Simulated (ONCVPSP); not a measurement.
What one change does to a pseudopotential (He, ONCV)

| Property | Result |
| --- | --- |
| Element | helium |
| Generator | ONCVPSP 4.0.1 |
| Type | optimised norm-conserving Vanderbilt (ONCV) |
| Functional | PBE |
| Relativity | scalar-relativistic |
| Frozen core | none |
| Valence charge | 2 |
| Reference configuration | 1s2 |
| Partial waves | 1s: rc 0.55 bohr, ncon 4, nbas 8, qcut 11.5 1/bohr, 2 projectors, debl 2.1 Ha; p scattering state at 0.33 Ha: rc 0.45 bohr, ncon 4, nbas 7, qcut 15.7 1/bohr, 2 projectors, debl 1.1 Ha |
| Local potential | polynomial inside 0.30 bohr (lpopt 3, dvloc0 4 Ha) |
| Core correction | none |

Change: s: rc 0.6.

Cutoffs: the cutoffs (Ha) at which the residual kinetic energy of the hardest occupied pseudo-wave falls to 1 and 0.1 mHa per electron; they do not see the model core or the augmentation charge, which bear on the density cutoff. Errors are all-electron minus pseudo energies relative to the spin-unpolarised reference configuration.

Problem. Predict the effect on cutoff, ghosts and configuration errors.

Solution. The potential gets softer (74 Ha and 480 Ha → 64 Ha and 343 Ha); neither file shows a bound ghost. A larger radius leaves more room for a smooth pseudo-wave, so fewer plane waves are needed.

| quantity | base | changed |
| --- | --- | --- |
| cutoff, loose | 74 Ha | 64 Ha |
| cutoff, tight | 480 Ha | 343 Ha |
| bound ghosts | none | none |
| GHOST(+) flags under 300 eV | none | none |
| error for 1s1, meV [ΔE 26.96 eV] | +8.3 | +12 |
| error for 1s1.5, meV [ΔE 10.55 eV] | +1.0 | +1.6 |
| p: phases at 0.46 bohr within 0.05 rad from the reference energy up to (Ha; the scan ends near 5) | to the end of the scan | to the end of the scan |
